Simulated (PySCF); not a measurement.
**HRuO₂, doublet: data card**

Level of theory: PySCF, UPBE0, basis Ru def2-TZVP with ECP28, O def2-TZVP, H def2-TZVP (scalar-relativistic core potentials, no spin–orbit coupling, density fitting).

The structure is a saddle point with 1 imaginary mode.

Z-matrix (Å, degrees; charge 0 multiplicity 2):
```
Ru
O  1 1.6569
O  1 1.6569 2 143.09
H  1 1.5906 2 108.46 3 180.00
```

* Point group: C2v
* Bond lengths: Ru–H 1.591 Å, Ru–O 1.657 Å (×2)
* Bond angles: H–Ru–O 108.5° (×2), O–Ru–O 143.1°
* Highest occupied level (β): -8.57 eV
* Principal polarisabilities: 29.0, 36.8, 52.5 bohr³
* Principal quadrupole moments (Buckingham, traceless) about the centre of mass: -7.32, 2.27, 5.05 D Å
* Zero-point energy (real modes): 31.0 kJ/mol
* Atomisation energy without zero-point energy: 1211 kJ/mol
* Rotational constants: 1.748, 0.2133, 0.1901 cm⁻¹
* Lowest empty level (β): -4.76 eV
* Spin squared ⟨S²⟩: 0.756
* Dipole moment: 0.57 D

Harmonic modes (masses in u: Ru 101.904, O 15.995, H 1.008):
| symmetry | ω (cm⁻¹) | IR (km/mol) | μ (u) | type |
| --- | --- | --- | --- | --- |
| b1 | 205i | – | 1.43 | bend |
| a1 | 280 | 5.1 | 18.07 | bend |
| b2 | 714 | 0.1 | 1.05 | bend |
| b2 | 1029 | 327 | 18.01 | stretch |
| a1 | 1041 | 22.5 | 16.54 | stretch |
| a1 | 2123 | 39.2 | 1.02 | stretch |

In C2v the vibrations span b1 + 3a1 + 2b2. Here b1 is antisymmetric to the molecular plane and b2 lies in it.

Charges (e):
```
atom  Mulliken  Löwdin  polar tensor  spin (Mulliken)  Mayer order to Ru1
 Ru1      1.05    0.53          1.54             1.01                   –
O2,3     -0.53   -0.27         -0.70            -0.01                1.74
  H4      0.01    0.01         -0.14             0.02                0.95
```
Other Mayer orders above 0.3: O–O 0.43.

Mulliken populations on Ru1 (electrons outside its core potential): s 2.50, p 6.29, d 6.12, f 0.04.

Other isomers or separated fragments may lie lower. Other spin states or occupations of the open shell can lie lower. At this level a doublet minimum of Cs symmetry lies 3 kJ/mol below this structure.

The final relaxation and frequency run took 45 s on 4 threads of a shared Arm Neoverse V1 host, with 108 basis functions and 14 gradients; the process peaked at 1.2 GiB. Launch command: `OMP_NUM_THREADS=4 python axn.py task.json out`.
